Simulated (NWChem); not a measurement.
A series in which one site is exchanged, each optimised at PBE0/def2-SVP with NWChem, gas phase unless a solvent is named. All stand in one matching conformer (torsions within 35°), which need not be the lowest. This build's default masses of Se (78.918 u) and Br (79.917 u) are each other's, which moves their modes by up to 0.6 %. Some are not confirmed as minima by frequencies. def2 effective core potentials on Cd; no spin-orbit coupling.

A: [F][Zn][SeH] (ZnHSeF; site = Zn)
B: [F][Mg][SeH] (MgHSeF; site = Mg)
C: [F][Cd][SeH] (CdHSeF; site = Cd)
D: F[Se][SeH] (HSe2F; site = Se)

Values for A:

* **dipole (D), PBE0/def2-SVP**: 1.44
* **orbital gap (eV), PBE0/def2-SVP**: 5.98
* **vertical ionisation energy, ΔSCF, PBE/def2-SVP (eV)**: 9.46

### Question
How do these values change for the other members?

### Answer
| change from A | B | C | D |
|---|---|---|---|
| dipole (D), PBE0/def2-SVP | -0.39 | +0.20 | +0.73 |
| orbital gap (eV), PBE0/def2-SVP | -0.54 | -0.53 | -0.55 |
| vertical ionisation energy, ΔSCF, PBE/def2-SVP (eV) | -0.05 | -0.12 | -0.39 |
